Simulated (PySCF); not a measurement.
Homolysis of single bonds, series allyl-X. All species are isolated molecules in the gas phase. One relaxed conformer stands for each flexible species; it need not be the lowest. Strings in code marks are SMILES.

The four lowest singlet excitations (Tamm–Dancoff). Level of theory: PBE0-D4/def2-TZVP (PySCF). Excitations are Tamm–Dancoff values on a coarser integration grid. The basis has no diffuse functions, so Rydberg states are missing or too high.

```
state  energy (eV)  wavelength (nm)  oscillator strength
-----  -----------  ---------------  -------------------
S1            7.58              164                0.217
S2            7.82              159                0.264
S3            7.90              157                0.003
S4            8.04              154                0.005
```

Identify which member gives these states.
A. `C=CCCC` (C–C–C–C torsion 120°, C–C–C–C torsion -65°)
B. `C=C[CH2][GeH3]` (C–C–C–Ge torsion 107°)
C. `C=CCO` (C–C–C–O torsion 123°, C–C–O–H torsion -56°)
D. `C=CCF` (C–C–C–F torsion 0°)

A, `C=CCCC` (C–C–C–C torsion 120°, C–C–C–C torsion -65°)
